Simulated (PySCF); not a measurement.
Why did this PySCF run fail?

```python
from pyscf import gto, scf, mp

mol = gto.M(
    atom='Zn 0 0 0; Br 0 0 2.144',
    basis='sbkjc',
    ecp={'Zn': 'sbkjc', 'Br': 'sbkjc'},
    charge=0,
    spin=1,
    symmetry=True,
    verbose=3,
)
mf = scf.UHF(mol)
mf.max_cycle = 5
mf.kernel()
mp.MP2(mf).kernel()
mf.dip_moment()
print('orbital energies (hartree):', [e[max(0, n-3):n+3].round(4) for e, n in zip(mf.mo_energy, mol.nelec)])
```

```bash
$ OMP_NUM_THREADS=1 python input.py
```

The log, shortened:

```
SCF not converged.
SCF energy = -236.93483655624 after 5 cycles  <S^2> = 0.76624097  2S+1 = 2.0161756
E(UMP2) = -1565.10538919326  E_corr = -1328.17055263702
E(SCS-UMP2) = -1511.40374584722  E_corr = -1274.46890929098
Dipole moment(X, Y, Z, Debye):  0.00000,  0.00000,  8.37811
orbital energies (hartree): [array([-0.4792, -0.4337, -0.4337, -0.1941, -0.1941, -0.0403]), array([-0.5798, -0.4109, -0.4109, -0.3215, -0.1463, -0.1463])]
```

Q: Which setting is at fault, why, and what does a mended input give?

A: The cycle limit (5): the limit is below the number of cycles that the SCF needs. With this edit
```diff
- mf.max_cycle = 5
```
the run finishes: E(SCF) = -238.121407 Eh, E(MP2) − E(SCF) = -0.43798 Eh, ⟨S²⟩ = 0.754, μz(SCF) = -2.72 D.

The bond length is a typed value, not an optimised one. No search for the lowest solution was made.
